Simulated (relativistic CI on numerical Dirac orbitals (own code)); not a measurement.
**Ni⁺ in a cubic cluster: 2p photoemission with charge transfer**

Computed with a charge-transfer multiplet model of a cubic metal-ligand cluster with up to one ligand hole, Slater and spin-orbit integrals from Dirac-Coulomb-Breit ions, Slater integrals scaled by 0.8. The ground state mixes d9 with configurations of k ligand holes L, whose averages lie at kΔ + k(k − 1)U_dd/2; a core hole lowers each added d electron by U_cd. 300 K, Lorentzian 0.6 eV and Gaussian 0.8 eV FWHM.

Atomic integrals in eV (Slater integrals scaled, ζ unscaled), ground: F2dd 9.736, F4dd 6.042, zeta_d 0.072; with the core hole: F2dd 9.736, F4dd 6.042, zeta_d 0.103, zeta_core 11.413, F2cd 6.198, G1cd 4.674, G3cd 2.657.

Cluster parameters (eV): Δ = 8.1, U_dd = 7.3, U_cd = 8.5, 10Dq = 0.75, 10Dq(ligand) = 0.8, final-state hopping factor = 1.

Weights, n_d and S are thermal averages at 300 K. Binding energies count from the first peak over 30 % of the highest in each spectrum, which can be another peak from case to case. The parameters are a model scan and need not match a compound or its usual spin state. Peaks in eV (height, largest 100): 0.0 (100), 6.6 (22), 17.4 (49), 23.6 (15).

(1) Which parameters give this spectrum?
A. V(eg) = 2.75 eV, V(t2g) = -1.43 eV
B. V(eg) = 1.55 eV, V(t2g) = -0.81 eV
C. V(eg) = 1.85 eV, V(t2g) = -0.96 eV
D. V(eg) = 2.15 eV, V(t2g) = -1.12 eV
E. V(eg) = 3.05 eV, V(t2g) = -1.59 eV

Answers

(1) E. V(eg) = 3.05 eV, V(t2g) = -1.59 eV; the ground state then has 9.10 d electrons and S = 0.50. The choice follows from running the model for each set and comparing peak positions and heights.
